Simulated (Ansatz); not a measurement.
Abstraction of Br: GeH(CH3)2Br + C2H3O → GeH(CH3)2 + C2H3BrO

Species: GeH(CH3)2Br, singlet; C2H3O (acetyl radical) `C[C]=O`, doublet; GeH(CH3)2, doublet; C2H3BrO (acetyl bromide) `CC(=O)Br`, singlet. A radical takes Br: the energy is the difference in strength between the Ge–Br bond broken and the C–Br bond made.

Shapes, held fixed at every level: PBE0-D4/def2-TZVP. Programs: Ansatz 0.2.0. Electronic energies: no zero-point or thermal term.

```
               level                    kind  ΔE (kJ/mol)  less CCSD(T)/def2-TZVPP
   PBE-D4/def2-TZVPP                     GGA        +62.5                    -24.8
r2SCAN-D4/def2-TZVPP                meta-GGA        +72.8                    -14.5
 B3LYP-D4/def2-TZVPP           global hybrid        +79.0                     -8.3
  PBE0-D4/def2-TZVPP           global hybrid        +77.0                    -10.3
  wB97M-V/def2-TZVPP  range-separated hybrid        +83.4                     -3.9
  wB97X-V/def2-TZVPP  range-separated hybrid        +93.4                     +6.1
   B2PLYP/def2-TZVPP           double hybrid        +83.7                     -3.6
  CCSD(T)/def2-TZVPP   coupled cluster or CI        +87.3                      0.0
```

The highest level, CCSD(T)/def2-TZVPP, gives ΔE = +87.3 kJ/mol; the levels span +62.5 to +93.4. The column of differences is taken from that level and isn't an error. No measured value is set beside it here. Open shells run unrestricted. Relativity is left out for Br, Ge. Outer-core shells of Br, Ge are correlated, in sets that cover them unevenly.
